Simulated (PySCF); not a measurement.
Species: C4H12Mo, charge 0, multiplicity 1. This is an excited singlet: at this geometry the triplet lies 0.62 eV lower at RI-MP2/CBS(def2-TZVPPD,def2-QZVPPD)+[CCSD(T)-MP2]/def2-TZVPPD. SMILES: [CH3][Mo]([CH3])([CH3])[CH3]
Geometry: optimised at B3LYP-D3(BJ)/def2-TZVP (Ansatz).

Dispersion corrections to the total energy (kcal/mol) from the dftd3 and dftd4 libraries through PySCF: D3(BJ) without and D4 with the three-body term, each with the damping fitted for the functional named.

```
functional  D3(BJ)      D4
----------  ------  ------
PBE          -9.43       …
PW6B95       -5.60   -6.93
HF               …  -26.84
r2SCAN       -2.85   -2.25
BP86        -16.19  -11.43
PBE0             …   -7.18
BHLYP       -14.08  -10.52
```

**Question.** Some entries are withheld; supply them.

**Answer.** 
- PBE, D4: -8.33
- HF, D3(BJ): -70.62
- PBE0, D3(BJ): -8.51
